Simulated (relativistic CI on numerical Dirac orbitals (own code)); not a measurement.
## Hyperfine structure of Mn V, mass number 55

Computed by Dirac-Coulomb-Breit CI, orbitals from a KLI potential per configuration, model QED (radiative potential, 1s self-energy scaled to tabulated hydrogen-like ionisation energies), valence Slater integrals scaled by 0.85, P86 correlation energy added to each configuration (own radial code, finite nucleus).

Configuration list (outside the closed core [Ne]): 3s2.3p6.3d3, 3s2.3p6.3d2.4s, 3s2.3p6.3d2.4p, 3s2.3p5.3d4, 3s2.3p6.3d2.4d, 3s2.3p6.3d2.5s, 3s2.3p6.3d2.5p, 3s2.3p6.3d2.4f, 3s2.3p6.3d2.5d, 3s.3p6.3d4, 3s2.3p6.3d.4s.4p, 3s2.3p6.3d2.5f, 3s2.3p6.3d2.5g, 3s2.3p6.3d.4s2, 3s2.3p6.4s2.4p, 3s2.3p6.4s2.4d, 3s2.3p6.4s2.5s, 3s2.3p6.4s2.5p, 3s2.3p6.3d.4p2, 3s2.3p6.4s.4p2, 3s2.3p6.4p3, 3s2.3p6.4p2.4d, 3s2.3p6.4p2.5s, 3s2.3p6.4p2.5p. Double excitations out of closed p, d and f shells are left out; levels of such configurations are missing from the list, as are those of other unlisted configurations, and high levels can miss mixing partners.

Nuclear spin I = 5/2, μ = 3.4669 μN, Q = 0.33 b (tables of Stone and Pyykkö). The electronic factors are computed for point nuclear moments, without core polarisation; leaving it out makes A of s and p electrons in near-neutral atoms 20 to 40 % too small, and it can dominate for d and f shells.

```
             Level  E (cm⁻¹)  A (MHz)  B (MHz)
3s2.3p6.3d3 4F_3/2       0.0     1051      -57
3s2.3p6.3d3 4F_5/2     340.1    652.6    -56.6
3s2.3p6.3d3 4F_7/2     794.3    538.1    -79.5
3s2.3p6.3d3 4F_9/2    1346.0    509.7     -118
3s2.3p6.3d3 4P_1/2   16259.0   -562.2         
3s2.3p6.3d3 4P_3/2   16416.7    473.2     -133
3s2.3p6.3d3 4P_5/2   16848.3    257.9      166
3s2.3p6.3d3 2G_7/2   17281.3    801.6     89.9
```

Levels with J = 0, under 50 % of one LS term, or S terms without an open s electron are left out. Small factors come from cancelling terms and can be off by tens of per cent or more.

At this charge configurations can still be misplaced by up to about 7 % of their energy. 67 of the 67 excited levels that our extract of the measured tables holds in this range could be paired (the sources list more); they are missed by 3136 cm⁻¹ on average and 5645 at most, and levels without a partner can miss by more.

Problem. Give the hyperfine levels of 3s2.3p6.3d3 4F_3/2 relative to its centre of gravity.

Solution. With K = F(F + 1) − I(I + 1) − J(J + 1), E = AK/2 + B[¾K(K + 1) − I(I + 1)J(J + 1)]/[2I(2I − 1)J(2J − 1)]: F = 1: -5558, F = 2: -3410, F = 3: -231.4, F = 4: 3927 MHz.
